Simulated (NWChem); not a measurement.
System: C$_{3}$H$_{8}$Si; SMILES [SiH3]C1CC1

```xyz
12

Si     0.0706     1.4345     0.0000
C     -0.5691    -0.3196     0.0000
C      0.1647    -1.4079    -0.7465
C      0.1647    -1.4079     0.7465
H     -0.3888     2.1841    -1.2113
H      1.5680     1.3990     0.0000
H     -0.3888     2.1841     1.2113
H     -1.6617    -0.4110     0.0000
H     -0.4347    -2.1614    -1.2650
H      1.0951    -1.1521    -1.2635
H      1.0951    -1.1521     1.2635
H     -0.4347    -2.1614     1.2650
```
Atoms are numbered in this order, from 1.

Computed with NWChem. Pople sets run with spherical d functions. Geometry: optimised at PBE0/def2-SVP. Total energies compare along this basis series because the functional is fixed.

```csv
level,basis functions,energy (Ha),highest occupied level (eV),orbital gap (eV),dipole (D)
PBE0/STO-3G,32,-403.5728,-6.64,14.08,0.16
PBE0/3-21G,56,-406.1197,-8.28,9.99,0.92
PBE0/6-31G*,76,-408.2941,-8.11,9.50,1.00
PBE0/6-31+G*,92,-408.2987,-8.26,[?],0.98
PBE0/6-311G**,128,-408.3511,-8.28,9.22,0.95
PBE0/6-311++G**,152,-408.3522,-8.31,8.37,0.93
```

Fill in the missing entries.


- PBE0/6-31+G*, orbital gap (eV): 8.50
